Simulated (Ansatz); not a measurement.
Geometry optimisation, RKS BHLYP-D4/def2-SVP (Ansatz).

Input file:

```yaml
crystal:
  periodic: [false, false, false]
  atoms:
    - { symbol: Ge, position_ang: [0.0, 0.0, 0.0] }
    - { symbol: H, position_ang: [0.8769, 0.0, 1.5144] }
    - { symbol: C, position_ang: [2.0813, 0.0, 0.578] }
    - { symbol: H, position_ang: [2.429, -1.0463, 0.4498] }
    - { symbol: H, position_ang: [2.1298, 0.5276, -0.3974] }
    - { symbol: H, position_ang: [2.7332, 0.5187, 1.3114] }
    - { symbol: H, position_ang: [-0.73, 1.2648, -0.5162] }
    - { symbol: H, position_ang: [-0.73, -1.2648, -0.5162] }
basis:
  gaussian: { orbitals: def2-SVP }
hamiltonian:
  xc: { name: BHLYP }
  dispersion: d4
relax:
  f_tol: 0.15
  max_steps: 25
  restrain:
    - { distance: [1, 2], at: 1.11, k: 30.0 }
    - { distance: [0, 1], at: 2.75, k: 30.0 }
    - { distance: [0, 2], at: 3.16, k: 30.0 }
```

Run as:

```bash
$ ansatz run input.yaml --threads 1 --pin off --max-ram 2048MiB --backend cpu --events-out ev --progress --plain --runs-dir out
```

Where does it end, and by what steps?

The forces met the threshold. The restraints hold the end off the free minimum; the threshold counts their pulls, which the force column leaves out. Restrained pairs: H2–C3 (1.53 → 1.10 Å), Ge1–H2 (1.75 → 2.75 Å), Ge1–C3 (2.16 → 3.16 Å). After 9 steps the energy has fallen by 3.437 eV (the restraints' own energy left out); Ge1 moved furthest, 0.96 Å.

```csv
step,energy less start (eV),largest force component (eV/Å),accepted
0,0.0000,3.258,yes
1,0.6704,3.085,yes
2,1.1681,3.941,yes
3,0.7004,4.171,yes
4,-0.6527,4.754,yes
5,-2.0631,3.611,yes
6,-2.9700,1.033,yes
7,-3.3738,0.504,yes
8,-3.4326,0.324,yes
9,-3.4375,0.198,yes
```

```xyz
8
Properties=species:S:1:pos:R:3
Ge -0.944 0.064 0.151
H 1.391 -0.122 1.592
C 2.148 -0.035 0.796
H 2.542 -1.025 0.566
H 1.731 0.407 -0.113
H 2.947 0.614 1.156
H -0.539 1.188 -0.893
H -0.488 -1.091 -0.832
```

Time of the run: 28 s on 1 thread of Arm Neoverse V1 (shared host), peak memory 0.17 GiB.
